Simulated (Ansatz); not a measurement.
System: AlH$_{3}$, charge -1, doublet. AlH3- (parent SMILES [AlH3], doublet).
B3LYP-D3(BJ)/def2-TZVP minimum from Ansatz (a first-principles code):
```xyz
4

Al    -0.0849    -0.0130     0.0399
H      1.0581    -0.3679     1.1564
H      0.0190     1.5526    -0.4258
H      0.0264    -1.0151    -1.2495
```
Charge -1, spin multiplicity 2.

Total energies in aug-cc-pV(T+d)Z, 7 correlated electrons, 5 frozen orbitals. Radicals and triplets start from unrestricted determinants; spin-orbit coupling is neglected. Cores are frozen in correlated methods. No relativity. The spin of H3Al- (parent SMILES [AlH3], doublet) was assumed, and the state is the lowest solution found for it.

| method | program | energy (Eh) | minus CCSDT(Q) (mEh) |
|---|---|---|---|
| HF | Ansatz | -243.64292 | 136.11 |
| MP2 | Ansatz | -243.74975 | 29.28 |
| CCSD | Ansatz | -243.77508 | 3.95 |
| CCSD(T) | Ansatz | -243.77814 | 0.89 |
| CCSDT(Q) | Ansatz | -243.77903 | 0.00 |

Rough core times of Ansatz's runs on a shared machine: CCSD(T) under 20 s, CCSDT(Q) 8 min.
